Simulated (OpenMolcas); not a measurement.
## Se II: Slater's ratio, worked from levels

- Program: OpenMolcas
- Basis: ANO-RCC-VQZP [7s6p4d2f1g]
- Scalar Hamiltonian: DKH2, point nucleus
- Active space: 3 electrons in 3 orbitals (4p)
- State averaging: 2S+1 = 4 odd, 1 root; 2S+1 = 2 odd, 8 roots
- Spin-orbit coupling: state interaction with AMFI integrals over the reference wave functions, term energies averaged over their components

Methods: CASSCF; SS-CASPT2, IPEA 0.25 Eh, imaginary shift 0.1 Eh (closed shells correlated: 3d 4s). Measured levels: NIST Handbook of Basic Atomic Spectroscopic Data.

**Slater's ratio.** With one set of orbitals, p3 has 2D* - 4S* = 9 F2 and 2P* - 2D* = 6 F2 (F2 = F²/25), a ratio of 2/3. Term energies are centres of gravity, weighted by 2J + 1.

```tsv
Source	2D* - 4S*	2P* - 4S*	F2 from the first	Ratio
CASSCF	17730	29923	1970	0.688
SS-CASPT2	14082	24680	1565	0.753
measured	13538	23609	1504	0.744
```

Energies in cm-1. A ratio away from 2/3 shows effects beyond one configuration with one set of orbitals, and in heavier atoms second-order spin-orbit shifts.

CASPT2 does not keep the components of a term degenerate, so their means are used; among the terms shown or strongly mixed into the levels shown the widest spread is 190 cm-1 (4s2 4p3 2D*, SS-CASPT2). With the s shell closed, the reference lacks s² → p² mixing. Without dynamic correlation excited terms often stand tens of per cent too high (terms of higher spin than the ground term too low), and those without a measured partner can miss by more than the paired ones (holds for CASSCF). Measured partners are found by configuration, term and J. A level has none where our copy of the source lacks it or the pairing is in doubt (some pairs that miss far off the trend of their configuration count as doubtful), and it then counts in no deviation. Levels of configurations outside the active space are missing.

* marks odd parity.
